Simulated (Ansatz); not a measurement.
Born–Oppenheimer molecular dynamics of F2H5Si2 (9 atoms, charge 0, multiplicity 2). It starts at the highest image of a converged band, a first-order saddle point between two minima.

The calculation used UKS PBE/6-31G* in Ansatz.

| Quantity | Value |
| --- | --- |
| ensemble | NVE (velocity Verlet) |
| time step | 0.5 fs |
| steps asked | 200 |
| starting velocities drawn for | 100 K |
| seed | 11062 |

First frame:

```xyz
9
Properties=species:S:1:pos:R:3
Si 0.004 0.073 0.048
H -0.072 -0.156 1.571
Si 2.181 0.012 -0.831
H 2.796 -1.324 -0.533
H 2.168 0.230 -2.315
H 3.007 1.082 -0.181
F -0.678 1.511 -0.268
F -0.910 -1.060 -0.668
H -0.241 -0.368 3.054
```

**Question.** How far do the bonds stretch over the last three quarters of this one trajectory? (Pairs bonded in most of those frames.)

**Answer.** 
| bond | mean (Å) | spread (Å) | shortest | longest |
| --- | --- | --- | --- | --- |
| Si1–H2 | 1.512 | 0.020 | 1.48 | 1.56 |
| Si1–Si3 | 2.342 | 0.038 | 2.29 | 2.40 |
| Si1–F7 | 1.622 | 0.007 | 1.61 | 1.64 |
| Si1–F8 | 1.623 | 0.010 | 1.61 | 1.64 |
| Si3–H4 | 1.502 | 0.006 | 1.49 | 1.51 |
| Si3–H5 | 1.500 | 0.004 | 1.49 | 1.51 |
| Si3–H6 | 1.501 | 0.003 | 1.49 | 1.51 |

Mean temperature of the second half: 96 K. The conserved energy stayed within 0.0093 meV per atom of its start (net change 0.0071 meV per atom), so the integration is sound. A run of 0.1 ps of so small a system gives no equilibrium averages.

Time of the run: 4.1 min on 2 threads of Intel(R) Xeon(R) 6975P-C (Granite Rapids), with other jobs on the host, peak memory 0.19 GiB.
